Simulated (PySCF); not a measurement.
# Correlation energy of Se³⁺ (selenium, charge +3)

[Ar] 3d10 4s2 4p1, 2P determinant. All numbers are calculated (PySCF 2.14, scalar relativity through the core potential, in aug-cc-pVTZ-PP with ECP10MDF (6s5p4d2f, 55 functions)). Frozen: 3s2 3p6 3d10; 3 electrons correlated.

```csv
level,correlation energy (mhartree)
CCSD,-57.24
(T),-0.68
CCSD(T),-57.92
CCSDT,-58.12
```

Diagnostics: T1 = 0.0075, D1 = 0.0173, largest double amplitude 0.094.

Q: Is a single reference adequate?

A: Mostly. T1 lies below 0.03, but a double amplitude of this size points to a near-degeneracy that CCSD handles and MP2 describes poorly.
